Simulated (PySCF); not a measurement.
Ionisation energy of Au²⁺ by level of theory

Au²⁺ [Xe] 4f14 5d9 (2D) → Au³⁺ [Xe] 4f14 5d8 (3F), as a difference of total energies. Computed with PySCF 2.14 in ANO-RCC-VTZP (8s7p5d3f1g, 84 functions), with scalar relativity by spin-free X2C-1e. Correlated levels: valence: [Xe] 4f14 frozen; valence and next inner shell: [Kr] 4d10 4f14 frozen. The calculations carry no spin-orbit coupling.

| method | ionisation energy (eV) |
| --- | --- |
| UHF | 30.943 |
| LDA | 33.436 |
| PBE | 32.911 |
| PBE0 | 32.744 |
| r2SCAN | 32.569 |
| PBEsol | 32.999 |
| BLYP | 32.844 |
| M06-2X | 33.027 |
| MP2 (valence) | 32.638 |
| SCS-MP2 (valence) | 32.531 |
| MP2 (valence and next inner shell) | 32.714 |
| SCS-MP2 (valence and next inner shell) | 32.515 |

Problem. How much does correlation contribute at MP2 (valence and next inner shell)?

Solution. 32.714 − (30.943) = 1.771 eV, measured against UHF.

A first-order spin-orbit estimate (lowest level to lowest level, LS coupling) adds -0.427 eV.

Errors of the correlated levels include the incompleteness of this basis and the frozen core.

For comparison: 30 ± 1.6 eV (theoretical estimate listed by NIST; NIST Atomic Spectra Database, ionization energies).
